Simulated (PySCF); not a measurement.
The vertical singlet excitations below were computed for one of the candidates. Method: TDDFT B3LYP/def2-SVPD, vertical, gas phase, core orbitals frozen in the response (PySCF). Geometries: PBE0-D3(BJ)/def2-SVP, one conformer each.

| state | E (eV) | λ (nm) | f |
| --- | --- | --- | --- |
| S1 | 5.41 | 229.3 | 0.351 |
| S2 | 5.75 | 215.5 | 0.0000 |
| S3 | 6.26 | 197.9 | 0.011 |
| S4 | 6.64 | 186.8 | 0.0037 |
| S5 | 6.66 | 186.2 | 0.0009 |
| S6 | 7.34 | 169.0 | 0.013 |
| S7 | 7.37 | 168.3 | 0.175 |
| S8 | 7.57 | 163.9 | 0.0014 |
| S9 | 7.58 | 163.6 | 0.0013 |
| S10 | 7.59 | 163.4 | 0.0059 |

Triplets computed (Tamm–Dancoff): 3.48, 5.03, 5.47, 5.66 eV.

Orbital energies (eV): HOMO-3 -10.30, HOMO-2 -9.77, HOMO-1 -8.78, HOMO -7.25, LUMO -1.72, LUMO+1 -0.19, LUMO+2 0.26.

Question: Which structure fits?
A. `N#Cc1ccco1`
B. `CNCCCN`
C. `N#Cc1ccoc1`

Answer: A. Its S1 lies at 5.41 eV; the nearest of the others has S1 at 5.72 eV. S1 is HOMO→LUMO (94%). Löwdin shares by element: HOMO carbon 58% or more, nitrogen 14% (atoms not listed hold the other 28%); LUMO carbon 47% or more, nitrogen 16% (atoms not listed hold the other 37%). At the same level the other candidates give, for their lowest levels:
- `CNCCCN`: 5.07 eV (f 0.004); 5.75 eV (f 0.009); 5.84 eV (f 0.008); 6.11 eV (f 0.003); 6.28 eV (f 0.007); T1 5.00 eV; HOMO -5.62, LUMO 0.26 eV
- `N#Cc1ccoc1`: 5.72 eV (f 0.078); 6.18 eV (f 0.024); 6.42 eV (f 0.000); 6.70 eV (f 0.001); 6.72 eV (f 0.001); T1 3.81 eV; HOMO -7.37, LUMO -1.36 eV
